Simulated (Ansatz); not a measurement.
Reaction (ligand exchange at the Si–O bond): `O[SiH](O)O[SiH3]` + `O[SiH](O)F` → `O[SiH](O)O[SiH](O)F` + `O[SiH3]`

Computed with Ansatz on PBE0-D4/def2-TZVP structures; ΔE is electronic, products minus reactants. CBS: MP2 limit from def2 TZ/QZ plus the TZ coupled-cluster correction, frozen cores. This one scheme is used for every species. Functionals use def2-TZVPP. B3LYP here is the variant with VWN-RPA as its local correlation; programs differ in this. One conformer a species, not always the lowest.

```tsv
level	ΔE (kJ/mol)	difference from CCSD(T)/CBS
PBE-D4	-1.6	-1.5
r2SCAN-D4	-1.2	-1.1
PBE0-D4	-1.1	-1.0
ωB97X-V	-0.9	-0.8
ωB97M-V	-1.2	-1.1
B2PLYP	0.5	0.6
r2SCAN	-0.7	-0.6
PBE0	0.1	0.2
B3LYP	0.8	0.9
HF/def2-TZVPP	2.9	3.0
SCS-MP2/def2-TZVPP	1.0	1.1
CCSD(T)/def2-TZVPP	0.0	0.1
HF/def2-QZVPP	3.0	3.1
MP2/def2-QZVPP	0.5	0.6
HF/CBS(def2)	3.0	3.1
MP2/CBS(def2)	0.4	0.5
CCSD(T)/CBS	-0.1	0
```

Largest T1 diagnostic among the species: 0.012.

CCSD(T)/CBS has its own doubt, a few kJ/mol and more with outer-core shells, so smaller differences from it don't rank the levels.
